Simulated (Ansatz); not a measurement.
Stepwise reaction of `[NH]=[V]([NH2])([NH2])[F]` with water, as a gas-phase model of exchange steps in deposition or etching. ΔE in kJ/mol; ΔG adds harmonic PBE0-D4 terms to CCSD(T)/CBS, at 1 bar.

Gas-phase electronic energies from Ansatz, PBE0-D4/def2-TZVP geometries. CBS: MP2 limit from def2 TZ/QZ plus the TZ coupled-cluster correction, frozen cores. This one scheme is used for every species. DFT in def2-TZVPP. B3LYP here is the variant with VWN-RPA as its local correlation; programs differ in this. For V outer-core shells are correlated without core-valence functions, which leaves a few kJ/mol of doubt a bond. Scalar relativity is left out up to krypton. One conformer a species, not always the lowest.

| step | reaction | PBE-D4 | B3LYP-D4 | ωB97M-V | CCSD(T)/CBS | ΔG(400 K) |
| --- | --- | --- | --- | --- | --- | --- |
| 1 | `[NH]=[V]([NH2])([NH2])[F]` + H₂O → `[NH]=[V]([NH2])([OH])[F]` + NH₃ | -46.8 | -46.3 | -46.0 | -39.9 | -36.2 |
| 2 | `[NH]=[V]([NH2])([OH])[F]` + H₂O → `[NH]=[V]([OH])([OH])[F]` + NH₃ | -41.0 | -39.5 | -39.0 | -33.4 | -29.7 |

By hand: ΔE of the 2 steps together at CCSD(T)/CBS.

(-39.9) + (-33.4) = -73.3 kJ/mol, or -36.6 kJ/mol a step.

In ΔE each step is higher than the one before. All are downhill at CCSD(T)/CBS. ΔG lies between -36.2 and -29.7 kJ/mol a step. PBE-D4 differs from CCSD(T)/CBS by -7.6 to -6.9 kJ/mol a step. Isolated molecules leave out the surface, adducts and barriers. Largest T1 diagnostic: 0.031.
